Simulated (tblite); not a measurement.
Species: C₅H₁₁OPSi.
Atom-mapped SMILES: `[CH2:1]=[C:2]([CH3:3])[Si@@:4]1([PH2:5])[CH2:6][CH2:7][O:8]1` (hydrogens: H9, H10 on C1; H11, H12, H13 on C3; H14, H15 on P5; H16, H17 on C6; H18, H19 on C7)

Computed with GFN2-xTB (tblite), gas phase: L-BFGS steps from a force-field or distance-geometry start until the largest atomic force falls under 0.01 eV/Å.

Step 97: E = -669.3889 eV
```
atom  x, y, z in Å  |  force x, y, z in eV/Å
C1     -0.9301    1.2837   -2.0057   -0.015   0.009  -0.016
C2     -0.7606    0.2830   -1.1551   -0.050   0.018  -0.013
C3     -1.3746   -1.0646   -1.3846    0.011  -0.011  -0.004
Si4     0.2883    0.4870    0.4111    0.015   0.020  -0.004
P5      0.3870    2.6307    1.1001    0.005  -0.030  -0.017
C6      0.0745   -0.8962    1.7197    0.028  -0.005   0.010
C7      1.4635   -1.3226    1.2578    0.015  -0.001  -0.001
O8      1.7593   -0.2992    0.3059    0.010  -0.011  -0.009
H9     -0.5010    2.2575   -1.8320   -0.009  -0.017   0.013
H10    -1.5044    1.1752   -2.9137   -0.005   0.012   0.020
H11    -2.0640   -1.3009   -0.5756   -0.007   0.009  -0.007
H12    -1.9171   -1.0977   -2.3265    0.019   0.007  -0.016
H13    -0.6003   -1.8295   -1.3921    0.007  -0.013  -0.019
H14     1.6048    2.4809    1.7424   -0.003   0.002   0.005
H15     0.9980    3.0527   -0.0637    0.005   0.002   0.000
H16    -0.6943   -1.6404    1.5506    0.006  -0.004   0.005
H17     0.0528   -0.5949    2.7598   -0.035   0.034   0.036
H18     1.4866   -2.2891    0.7531   -0.012  -0.017   0.008
H19     2.2218   -1.3064    2.0409    0.013  -0.004   0.008
```

Step 98: E = -669.3893 eV
```
atom  x, y, z in Å  |  force x, y, z in eV/Å
C1     -0.9328    1.2845   -2.0020   -0.021   0.004  -0.007
C2     -0.7610    0.2824   -1.1530   -0.034   0.024  -0.004
C3     -1.3667   -1.0686   -1.3860    0.003   0.010  -0.015
Si4     0.2885    0.4898    0.4129   -0.001   0.006   0.005
P5      0.3866    2.6365    1.0933    0.002  -0.040  -0.016
C6      0.0740   -0.8921    1.7243    0.018   0.017   0.000
C7      1.4573   -1.3263    1.2549    0.025   0.011  -0.016
O8      1.7568   -0.3004    0.3066    0.020  -0.012  -0.009
H9     -0.5082    2.2600   -1.8253   -0.011  -0.025   0.015
H10    -1.5065    1.1764   -2.9102   -0.006   0.010   0.013
H11    -2.0537   -1.3133   -0.5781   -0.005   0.008   0.015
H12    -1.9128   -1.0992   -2.3255    0.020   0.000  -0.037
H13    -0.5881   -1.8286   -1.4002    0.007  -0.011  -0.017
H14     1.5990    2.4870    1.7452    0.001   0.003   0.008
H15     1.0074    3.0508   -0.0679    0.009   0.005  -0.004
H16    -0.7004   -1.6314    1.5612    0.000  -0.012   0.003
H17     0.0603   -0.5887    2.7639   -0.033   0.035   0.041
H18     1.4704   -2.2896    0.7443   -0.010  -0.027   0.010
H19     2.2197   -1.3197    2.0337    0.017  -0.008   0.016
```

Step 99: E = -669.3899 eV
```
atom  x, y, z in Å  |  force x, y, z in eV/Å
C1     -0.9392    1.2859   -1.9959   -0.025  -0.005   0.008
C2     -0.7620    0.2824   -1.1496   -0.013   0.020   0.008
C3     -1.3553   -1.0735   -1.3884   -0.004   0.028  -0.020
Si4     0.2890    0.4938    0.4158   -0.018  -0.017   0.008
P5      0.3889    2.6442    1.0825    0.004  -0.042  -0.014
C6      0.0727   -0.8868    1.7304    0.002   0.041  -0.012
C7      1.4493   -1.3306    1.2517    0.025   0.024  -0.021
O8      1.7543   -0.3014    0.3085    0.020  -0.007  -0.010
H9     -0.5217    2.2640   -1.8157   -0.013  -0.030   0.016
H10    -1.5122    1.1768   -2.9041   -0.010   0.010   0.002
H11    -2.0395   -1.3305   -0.5820    0.005   0.009   0.029
H12    -1.9048   -1.1006   -2.3255    0.019  -0.009  -0.058
H13    -0.5703   -1.8273   -1.4114    0.001   0.003  -0.012
H14     1.5935    2.4935    1.7484    0.002   0.007   0.008
H15     1.0237    3.0473   -0.0751    0.010   0.005  -0.003
H16    -0.7084   -1.6203    1.5732   -0.002  -0.012   0.001
H17     0.0673   -0.5819    2.7699   -0.026   0.032   0.031
H18     1.4495   -2.2894    0.7335   -0.008  -0.041   0.012
H19     2.2153   -1.3363    2.0262    0.031  -0.014   0.027
```

Question: Estimate the geometry and energy of step 100. (The exact step hangs on the optimiser's Hessian estimate; all steps are aligned on step 99, rigid shifts and turns removed.)

Answer: E = -669.3906 eV, largest force 0.075 eV/Å
```
atom  x, y, z in Å  |  force x, y, z in eV/Å
C1     -0.9473    1.2877   -1.9893   -0.025  -0.013   0.026
C2     -0.7630    0.2821   -1.1467    0.014   0.012   0.022
C3     -1.3443   -1.0779   -1.3930   -0.022   0.046  -0.033
Si4     0.2899    0.4964    0.4183   -0.035  -0.042  -0.001
P5      0.3921    2.6496    1.0704   -0.003  -0.031  -0.007
C6      0.0724   -0.8813    1.7375   -0.019   0.064  -0.022
C7      1.4425   -1.3337    1.2504    0.028   0.027  -0.022
O8      1.7536   -0.3020    0.3119    0.011  -0.007  -0.007
H9     -0.5369    2.2680   -1.8060   -0.010  -0.023   0.023
H10    -1.5209    1.1784   -2.8963   -0.018   0.006  -0.019
H11    -2.0266   -1.3464   -0.5893    0.007   0.007   0.048
H12    -1.8958   -1.1005   -2.3288    0.019  -0.019  -0.070
H13    -0.5546   -1.8261   -1.4239    0.007   0.011  -0.008
H14     1.5882    2.4968    1.7499    0.011   0.011   0.012
H15     1.0406    3.0427   -0.0828    0.013   0.003  -0.004
H16    -0.7137   -1.6105    1.5867   -0.010  -0.014  -0.002
H17     0.0733   -0.5735    2.7767   -0.014   0.028   0.014
H18     1.4298   -2.2884    0.7252   -0.002  -0.049   0.017
H19     2.2109   -1.3520    2.0215    0.048  -0.017   0.032
```

The energy changes by -0.0007 eV. The first-order estimate −F·Δx gives -0.0010 eV and the mean of the old and new forces, exact on a quadratic surface, -0.0007 eV. The step makes an angle of 84° with the force vector and moves no atom by more than 0.022 Å.

The cost below is that of the whole relaxation. Time: 2.9 s of wall time. Hardware: an Intel Xeon Platinum 8259CL at 2.50 GHz with one thread, no GPU (shared host).
